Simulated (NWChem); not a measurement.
System: CdGeH₃Cl; SMILES [Cl][Cd][GeH3]

Here is an NWChem input.

```
start job
memory heap 200 mb stack 900 mb global 1100 mb
geometry units angstroms noautosym nocenter noautoz
  Cd    -0.311155    -0.530004     0.001273
  Cl    -0.177548    -2.833883    -0.002131
  Ge    -0.456636     1.986273     0.004992
  H     -1.211508     2.488449     1.250484
  H      0.950319     2.615023     0.011748
  H     -1.201424     2.492940    -1.244865
end
basis spherical
  * library def2-svpd
end
ecp
  Cd library def2-ecp
end
dft
  xc pbe0
  iterations 150
end
property
  response 1 0.0
end
task dft property
```

Excerpt of the output:

```
             Northwest Computational Chemistry Package (NWChem) 7.3.0
             --------------------------------------------------------

                             Geometry "geometry" -> ""
                             -------------------------

 Output coordinates in angstroms (scale by  1.889725989 to convert to a.u.)

  No.       Tag          Charge          X              Y              Z
 ---- ---------------- ---------- -------------- -------------- --------------
    1 Cd                  48.0000    -0.31115500    -0.53000400     0.00127300
    2 Cl                  17.0000    -0.17754800    -2.83388300    -0.00213100
    3 Ge                  32.0000    -0.45663600     1.98627300     0.00499200
    4 H                    1.0000    -1.21150800     2.48844900     1.25048400
    5 H                    1.0000     0.95031900     2.61502300     0.01174800
    6 H                    1.0000    -1.20142400     2.49294000    -1.24486500

 Effective nuclear repulsion energy (a.u.)     630.1646420313

                                 NWChem DFT Module
                                 -----------------

 Summary of "ao basis" -> "ao basis" (spherical)
 ------------------------------------------------------------------------------
       Tag                 Description            Shells   Functions and Types
 ---------------- ------------------------------  ------  ---------------------
 Cd                        def2-svpd                12       34   5s4p2d1f
 Cl                        def2-svpd                11       27   5s4p2d
 Ge                        def2-svpd                14       38   6s4p4d
 H                         def2-svpd                 4        8   2s2p

            General Information
            -------------------
          SCF calculation type: DFT
          Wavefunction type:  closed shell.
          No. of atoms     :     6
          No. of electrons :    72
           Alpha electrons :    36
            Beta electrons :    36
          Charge           :     0
          Spin multiplicity:     1
          Use of symmetry is: off; symmetry adaption is: off
          Maximum number of iterations: 150
          AO basis - number of functions:   123
                     number of shells:    49
          Convergence on energy requested:  1.00D-06
          Convergence on density requested:  1.00D-05
          Convergence on gradient requested:  5.00D-04

              XC Information
              --------------
                         PBE0 Method XC Functional
                     Hartree-Fock (Exact) Exchange  0.250
          PerdewBurkeErnzerhof Exchange Functional  0.750
            Perdew 1991 LDA Correlation Functional  1.000 local
           PerdewBurkeErnz. Correlation Functional  1.000 non-local

             Grid Information
             ----------------
          Grid used for XC integration:  medium
          Radial quadrature: Mura-Knowles
          Angular quadrature: Lebedev.
          Tag              B.-S. Rad. Rad. Pts. Rad. Cut. Ang. Pts.
          ---              ---------- --------- --------- ---------
          Cd                  1.55      123          12.0       590
          Cl                  1.00       88          15.0       590
          Ge                  1.25      112          15.0       590
          H                   0.35       45          15.0       434
          Grid pruning is: on
          Number of quadrature shells:   458
          Spatial weights used:  Erf1

      Superposition of Atomic Density Guess
      -------------------------------------

 Sum of atomic energies:       -2727.84450232

      Non-variational initial energy
      ------------------------------

 Total energy =   -2703.271803
 1-e energy   =   -4466.387378
 2-e energy   =    1443.333318
 HOMO         =      -0.311300
 LUMO         =      -0.014396

   convergence    iter        energy       DeltaE   RMS-Dens  Diis-err
 ---------------- ----- ----------------- --------- --------- ---------
 d= 0,ls=0.0,diis     1  -2705.9134199896 -3.03D+03  1.17D-02  3.50D-01
 d= 0,ls=0.0,diis     2  -2705.9083620455  5.06D-03  6.12D-03  3.67D-01
 d= 0,ls=0.0,diis     3  -2705.9700549231 -6.17D-02  1.20D-03  2.15D-02
 d= 0,ls=0.0,diis     4  -2705.9726434070 -2.59D-03  2.68D-04  1.47D-03
 d= 0,ls=0.0,diis     5  -2705.9727807620 -1.37D-04  7.25D-05  5.50D-05
  Resetting Diis
 d= 0,ls=0.0,diis     6  -2705.9727854470 -4.68D-06  1.89D-05  5.08D-06
 d= 0,ls=0.0,diis     7  -2705.9727859965 -5.50D-07  9.22D-06  2.48D-07

         Total DFT energy =    -2705.972785996464
      One electron energy =    -4466.695667202584
           Coulomb energy =     1564.380212939548
    Exchange-Corr. energy =     -123.439589385568
 Nuclear repulsion energy =      319.782257652140

 Numeric. integr. density =       72.000035211997

                       DFT Final Molecular Orbital Analysis
                       ------------------------------------

 Vector   34  Occ=2.000000D+00  E=-3.117107D-01
              MO Center= -1.9D-01, -2.7D+00, -1.9D-03, r^2= 1.5D+00
   Bfn.  Coefficient  Atom+Function         Bfn.  Coefficient  Atom+Function
  ----- ------------  ---------------      ----- ------------  ---------------
    48      0.604215  2 Cl pz                45      0.461828  2 Cl pz
    42      0.267766  2 Cl pz                19      0.129256  1 Cd d -1
    51      0.105963  2 Cl pz                 8     -0.050083  1 Cd pz
    11      0.044010  1 Cd pz                17      0.034247  1 Cd pz
    58      0.029192  2 Cl d -1

 Vector   35  Occ=2.000000D+00  E=-3.117099D-01
              MO Center= -1.8D-01, -2.7D+00, -2.0D-03, r^2= 1.5D+00
   Bfn.  Coefficient  Atom+Function         Bfn.  Coefficient  Atom+Function
  ----- ------------  ---------------      ----- ------------  ---------------
    46      0.603197  2 Cl px                43      0.461051  2 Cl px
    40      0.267315  2 Cl px                18      0.128669  1 Cd d -2
    49      0.105783  2 Cl px                 6     -0.049994  1 Cd px
     9      0.043930  1 Cd px                47      0.034971  2 Cl py
    15      0.034194  1 Cd px                57      0.029043  2 Cl d -2

 Vector   36  Occ=2.000000D+00  E=-2.984972D-01
              MO Center= -3.7D-01,  5.0D-01,  2.8D-03, r^2= 5.0D+00
   Bfn.  Coefficient  Atom+Function         Bfn.  Coefficient  Atom+Function
  ----- ------------  ---------------      ----- ------------  ---------------
     4      0.345925  1 Cd s                 75     -0.316479  3 Ge py
    47     -0.302188  2 Cl py                78     -0.285138  3 Ge py
     2     -0.210661  1 Cd s                 44     -0.209879  2 Cl py
    66      0.194099  3 Ge s                 72      0.185549  3 Ge py
     7     -0.171946  1 Cd py                10      0.165053  1 Cd py

 Vector   37  Occ=0.000000D+00  E=-4.936217D-02
              MO Center= -3.5D-01,  1.4D-01,  2.6D-03, r^2= 8.1D+00
   Bfn.  Coefficient  Atom+Function         Bfn.  Coefficient  Atom+Function
  ----- ------------  ---------------      ----- ------------  ---------------
    66      1.706461  3 Ge s                 67     -1.263814  3 Ge s
     5     -0.872072  1 Cd s                 13      0.581108  1 Cd py
    39      0.443034  2 Cl s                  4     -0.423763  1 Cd s
    65      0.377738  3 Ge s                 50      0.310087  2 Cl py
   101     -0.286969  4 H  s                109     -0.286887  5 H  s

 Vector   38  Occ=0.000000D+00  E=-3.899979D-02
              MO Center= -3.9D-01, -1.4D-02,  2.0D-02, r^2= 5.6D+00
   Bfn.  Coefficient  Atom+Function         Bfn.  Coefficient  Atom+Function
  ----- ------------  ---------------      ----- ------------  ---------------
    12      0.634098  1 Cd px                 9      0.247769  1 Cd px
     6     -0.231093  1 Cd px               109     -0.187233  5 H  s
    46     -0.157385  2 Cl px                77      0.156847  3 Ge px
   108     -0.130777  5 H  s                117      0.122077  6 H  s
    14      0.114432  1 Cd pz                95     -0.111563  3 Ge d -2

 Vector   39  Occ=0.000000D+00  E=-3.898842D-02
              MO Center= -2.9D-01, -8.7D-03, -1.6D-02, r^2= 5.6D+00
   Bfn.  Coefficient  Atom+Function         Bfn.  Coefficient  Atom+Function
  ----- ------------  ---------------      ----- ------------  ---------------
    14      0.635306  1 Cd pz                11      0.248236  1 Cd pz
     8     -0.231517  1 Cd pz               101     -0.178708  4 H  s
    48     -0.157694  2 Cl pz                79      0.157057  3 Ge pz
   117      0.145585  6 H  s                100     -0.124697  4 H  s
    12     -0.114217  1 Cd px                51     -0.108474  2 Cl pz

     Multipole analysis of the density
     ---------------------------------

     L   x y z        total         alpha         beta         nuclear
     -   - - -        -----         -----         ----         -------
     0   0 0 0      0.000000    -36.000000    -36.000000     72.000000

     1   1 0 0     -0.068778     23.886122     23.886122    -47.841023
     1   0 1 0      1.174387    -11.111209    -11.111209     23.396805
     1   0 0 1      0.001786     -0.156279     -0.156279      0.314345

[...]

 DFT Linear Response polarizability / au
 Frequency  =       0.0000000 / au
              X              Y              Z
 -----------------------------------------------
 X      65.5111360     -3.2365525     -0.0042359
 Y      -3.2365514    121.3918834      0.0816907
 Z      -0.0042359      0.0816906     65.3222464
 -----------------------------------------------
 Eigenvalues =      65.3244039    121.5788353     65.3220266
 Isotropic   =      84.0750886
 Anisotropic =      56.2556201
 -----------------------------------------------

 Magnetic Dipole Response Matrix (nonzero elements):

 Exiting AOResponse driver routine
```

Level: PBE0/def2-SVPD with def2 effective core potentials on Cd. The geometry was optimised at PBE0/def2-SVP. No frequency run checked for a minimum. def2 effective core potentials on Cd; no spin-orbit coupling.
